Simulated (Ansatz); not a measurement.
Consider the cleavage of the Si–B bond: `[SiH3][B]1[O][GeH2]1` + `C[S][Sn][OH]` → `C[S][Sn][O][SiH3]` + `[BH]1[O][GeH2]1`.

Calculated with Ansatz (gas phase, PBE0-D4/def2-TZVP geometries, no zero-point term in ΔE). CCSD(T)/CBS is the MP2 limit (def2-TZVPP, def2-QZVPP) plus CCSD(T) − MP2 in def2-TZVPP, frozen cores. DFT in def2-TZVPP. B3LYP here is the variant with VWN-RPA as its local correlation; programs differ in this. Elements past krypton have def2 core potentials. For Ge, Sn outer-core shells are correlated without core-valence functions, which leaves a few kJ/mol of doubt a bond. Scalar relativity is left out up to krypton. Each species was taken in one conformer, which may not be the lowest.

| level | ΔE (kJ/mol) | difference from CCSD(T)/CBS |
| --- | --- | --- |
| r2SCAN-D4 | -101.4 | 6.8 |
| PBE0-D4 | -94.7 | 13.5 |
| B3LYP-D4 | -107.3 | 0.9 |
| r2SCAN | -100.8 | 7.4 |
| MP2/def2-TZVPP | -114.9 | -6.7 |
| CCSD/def2-TZVPP | -111.1 | -2.9 |
| MP2/def2-QZVPP | -116.0 | -7.8 |
| SCS-MP2/def2-QZVPP | -118.6 | -10.4 |
| MP2/CBS(def2) | -115.5 | -7.3 |
| CCSD/CBS(def2) | -111.8 | -3.6 |
| CCSD(T)/CBS | -108.2 | 0 |

Largest T1 diagnostic among the species: 0.017.

From PBE to PBE0 (25 % exact exchange), in def2-TZVPP and without D4, ΔE moves by −10.4 kJ/mol. In def2-TZVPP, CCSD(T) changes the Hartree–Fock value by +24.5 kJ/mol (the triples alone add +3.5 kJ/mol) and MP2 by +17.2 kJ/mol.
